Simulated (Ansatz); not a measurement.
# One arrangement of a pair

The pair of Li⁺ (SMILES [Li+], atom 1) and C₂H₂ (SMILES C#C, atoms 2–5), both closed shells, in one local arrangement (a lower one may exist), relaxed at PBE0-D4/def2-TZVP:

| atom | x (Å) | y (Å) | z (Å) |
| --- | --- | --- | --- |
| Li1 | -0.4998 | 1.7167 | -0.1071 |
| C2 | 0.1001 | -0.3539 | 0.6244 |
| C3 | 0.1257 | -0.4216 | -0.5760 |
| H4 | 0.1016 | -0.3770 | 1.6965 |
| H5 | 0.1725 | -0.5642 | -1.6378 |

Ansatz 0.2.0; basis: def2-TZVPPD, with def2-QZVPPD for the basis limit; cores frozen in the correlated methods. The outer core shell of Li, Na, Mg and K is correlated. B3LYP uses VWN-RPA correlation. Extrapolation: Hartree–Fock as exp(−7.88 √X), correlation as X^−2.97. Interaction energies count from these two fragments, frozen as in the pair, with the counterpoise correction; negative means bound.

**Question.** What is the interaction energy by CCSD(T) at an estimated basis limit (MP2 extrapolated from triple and quadruple zeta, plus CCSD(T) − MP2 in triple zeta)? (Judge from chemistry; the value comes from the calculation.)

**Answer.** Computed: -88.8 kJ/mol. Hartree–Fock alone gives -93.1 kJ/mol at the basis limit. It counts from the two fragments frozen as in the pair.

The same quantity by other methods in triple zeta, and each one's difference from that estimate:
| method | E_int (kJ/mol) | difference |
| --- | --- | --- |
| PBE-D4 | -94.2 | -5.3 |
| revPBE-D4 | -91.8 | -3.0 |
| BLYP-D4 | -92.4 | -3.6 |
| r2SCAN-D4 | -87.7 | 1.1 |
| B97M-V | -88.8 | 0.0 |
| PBE0-D4 | -95.5 | -6.6 |
| B3LYP-D4 | -94.3 | -5.5 |
| HSE06-D4 | -95.5 | -6.7 |
| wB97X-V | -92.8 | -3.9 |
| wB97M-V | -93.1 | -4.2 |
| B2PLYP | -90.7 | -1.8 |
| HF | -90.9 | -2.0 |
| MP2 | -84.0 | 4.9 |
| CCSD | -85.9 | 2.9 |
| CCSD(T) | -85.0 | 3.8 |
Differences are method less estimate.

Energy to bend the free fragments (PBE0-D4 minima) into their shapes in the pair, CCSD(T)/def2-TZVPPD: C₂H₂ 1.0 kJ/mol. This must be added to the interaction energy to get the binding energy from relaxed fragments.

Basis-set superposition shift (counterpoise-corrected less uncorrected): CCSD(T) 1.4; MP2 1.4; HF 0.2; PBE0-D4 0.2; wB97M-V 0.4 kJ/mol.

The T1 diagnostic stays at or below 0.014.

For scale, one of the runs: CCSD(T)/def2-TZVPPD, 130 basis functions, launched by `ansatz run in.yaml --threads 2 --pin off --events-out ev --progress --plain --max-ram 5222MiB`. Time: 2.7 s of wall clock on 2 CPU threads of an Intel Xeon 6975P-C; the host was shared. Peak host memory: 0.79 GiB.
